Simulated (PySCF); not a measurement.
Gas-phase equilibrium of 1 mol TiCl4, 4 mol O2 at 1400 K and 1.00 bar, among 9 species (ClO, O2, O, TiCl4, O3, TiOCl2, Cl, Cl2, TiO2). Only gases are allowed; each row takes one source of thermochemistry for all species, and Cantera finds the minimum.

Method: PySCF energies plus ideal-gas RRHO corrections (1 bar). The comparison is the NASA 1993 polynomial table, which mixes measured and estimated data. After a fit of one offset per element over all species, the range-separated, M06-2X, PBE0/def2-QZVP and CCSD(T)/def2-TZVPP enthalpies, where run, lie to one side of the table for TiOCl2 (-50 kJ/mol): a fault of the table's entry, another state or a shared error of the levels is possible; this was not checked at source. S°(298 K) at PBE0/def2-TZVP differs from the NASA 1993 table for TiOCl2 (+10 J/mol/K); whether the harmonic model or the table's entry is off was not settled. † marks an energy on the PBE0/def2-TZVP geometry and frequencies; other levels use their own. Open shells (unrestricted) among the columns below: ClO (multiplicity 2, electronic degeneracy 4), O2 (multiplicity 3), Cl (multiplicity 2, electronic degeneracy 6); the rest are closed-shell singlets. Spin-orbit splitting is ignored; it lowers the true energy and changes the entropy of ClO, Cl. The harmonic model lacks anharmonicity and excited electronic states, which grow with temperature; levels with a mode under 35 cm⁻¹ are left out. Soft modes under 120 cm⁻¹ make the harmonic entropy rough for TiCl4, TiOCl2. The table's entry may be an old estimate for ClO, TiOCl2 (not checked at source).

Molecules larger than those listed are left out. Table species left out: Ti, TiCl, TiCl2, TiCl3, TiO, TiOCl.

Mole fractions:

```tsv
thermochemistry	x O2	x TiCl4	x TiOCl2	x Cl2	x Cl	x ClO
table	0.79	0.19	0.0059	0.0049	0.0020	5.0e-5
PBE0/def2-SVP†	0.78	0.18	0.013	0.0088	0.0085	7.7e-6
PBE0/def2-TZVP	0.77	0.17	0.028	0.026	0.0046	9.3e-5
ωB97X-V/def2-TZVP†	0.76	0.15	0.045	0.042	0.0071	9.0e-5
```
The most sensitive of these is ClO: it spans a factor of 10^1.1 over these rows; at this temperature one factor of ten is RT ln 10 = 27 kJ/mol.
